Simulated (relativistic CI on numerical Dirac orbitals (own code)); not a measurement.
Nd42+: what numerical and physical settings do to a radial Dirac CI calculation

Reference input:

```
atom Nd  Z=60  charge=42  electrons=18
nucleus A=142  rms_radius_fm=4.9123
hamiltonian dirac-coulomb  breit=on  qed=on  c_scale=1
orbitals kli  potential=per-configuration
slater_scale 1
correlation none
mixing on
grid step=0.0125 r_max=3
scf mixing=0.4 start=green max_iterations=150 tolerance=2e-08 node_fill=0.05
configurations
  [Ne] 3s2 3p6
  [Ne] 3s2 3p5 3d
end
```

Computed lowest total energy -8099.10965 Ha, first excitation 1451446.5 cm⁻¹, 18 SCF steps. Runs with settings changed; * marks those that are bad on purpose (the QED terms keep the true α when c is scaled):

```
                                     Changed        Outcome  Lowest level   ΔE (Ha)  First excitation (cm⁻¹)  SCF steps                                                            Message
                start potential thomas-fermi      converged       3p⁶ ¹S0  3.48e-09                1451446.5         19                                                                   
                               QED terms off      converged       3p⁶ ¹S0     -5.55                1453911.4         18                                                                   
start potential thomas-fermi, Breit term off      converged       3p⁶ ¹S0     -7.52                1456980.7         19                                                                   
                              grid step 0.04      converged       3p⁶ ¹S0  0.000473                1451447.0         19                                                                   
              end of the grid at 0.24 bohr *  not converged                                                          10                                               orbital 1s not found
                      speed of light × 0.2 *  not converged                                                           1  SCF of 1s2 2s2 2p6 3s2 3p6 stopped: an orbital could not be found
```
